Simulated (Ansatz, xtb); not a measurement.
Pulling on the C2–H3 bond in C2H6Si (SMILES C[Si]C) (multiplicity 1 held, fragments rigid). Energies count from the point at 1.100 Å.
Geometry at that point (charge 0, multiplicity 1):
```xyz
9

Si     0.21503    -0.10028     0.71649
C      0.53188     1.33370    -0.49696
H     -0.40130     1.91548    -0.53284
H      0.73056     1.00415    -1.52134
H      1.32261     2.01106    -0.17292
C     -0.81532    -1.20152    -0.44747
H     -0.09708    -1.68306    -1.12779
H     -1.51090    -0.64025    -1.07879
H     -1.35368    -1.99657     0.06939
```

R- and RO- levels are restricted; in cc, def2 and unpolarised 6-31G sets they are followed outwards from rest. U- levels take the lowest unrestricted solution at each point, which mixes spins at long bonds. Active spaces are followed from a long bond inwards. Levels need not reach the same state.

Cores are frozen in the correlated methods.

Codes used: Ansatz (Gaussian orbitals); xtb for the GFN methods. Each number belongs to the level named beside it. The GFN methods have no spin term and hold the electronic entropy of 300 K.

Energies in kcal/mol.

```
R (Å)  GFN2-xTB  U-r2SCAN/cc-pV(T+d)Z  R-MP2/cc-pV(T+d)Z  R-CCSD(T)/cc-pV(T+d)Z  CASSCF(2,2)/cc-pV(T+d)Z  SC-NEVPT2 on CASSCF(2,2)/cc-pV(T+d)Z
-----  --------  --------------------  -----------------  ---------------------  -----------------------  ------------------------------------
0.880      26.4                  27.5               27.5                   27.8                     29.6                                  28.5
0.990       4.7                   5.4                5.3                    5.5                      6.4                                   5.9
1.100       0.0                   0.0                0.0                    0.0                      0.0                                   0.0
1.210       3.7                   3.6                3.9                    3.5                      2.6                                   3.2
1.320      11.5                  11.8               12.5                   11.7                      9.8                                  11.0
1.485      25.8                  27.6               29.3                   27.4                     24.1                                  26.5
1.650      41.0                  44.3               47.0                   43.7                     38.9                                  42.5
1.925      63.5                  68.8               74.2                   67.2                     60.1                                  65.8
2.201      80.7                  83.4               96.5                   84.1                     75.3                                  82.7
2.531      95.1                  92.1              116.5                   95.3                     86.2                                  95.0
2.971     106.2                  97.1              133.4                   98.2                     92.7                                 102.5
3.521     112.1                  99.2              142.6                   92.5                     95.1                                 105.3
```

Doubts at one or more of the structures used: a spin-contaminated determinant (U-r2SCAN/cc-pV(T+d)Z); a restricted determinant that unrestricted orbitals would lower (R-MP2/cc-pV(T+d)Z, R-CCSD(T)/cc-pV(T+d)Z); other coupled-cluster roots lie near (R-CCSD(T)/cc-pV(T+d)Z); T1 above 0.05 (R-CCSD(T)/cc-pV(T+d)Z).

Ansatz is a program for electronic structure.
